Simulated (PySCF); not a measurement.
**How methods differ on the ionisation energy of N⁶⁺**

N⁶⁺ 1s1 (2S) → N⁷⁺ (bare nucleus), as a difference of total energies. All numbers are calculated (PySCF 2.14, the spin-free X2C one-electron Hamiltonian (Gaussian nucleus), in an uncontracted even-tempered set (17 s from 1.7 bohr⁻², ratio 2.2; 7 p from 2.7 bohr⁻², ratio 2.4; 4 d from 8.1 bohr⁻², ratio 2.4; 3 f from 12 bohr⁻², ratio 2.4; 3 g from 18 bohr⁻², ratio 2.4)). The calculations carry no spin-orbit coupling.

```tsv
method	ionisation energy (eV)	difference from reference (eV)
UHF	667.11	+0.06
LDA	659.90	-7.15
PBE	666.07	-0.98
PBE0	666.37	-0.68
r2SCAN	667.12	+0.07
M06	667.07	+0.02
M06-L	667.80	+0.75
```

Reference: 667.05 eV (theoretical estimate listed by NIST; NIST Atomic Spectra Database, ionization energies).
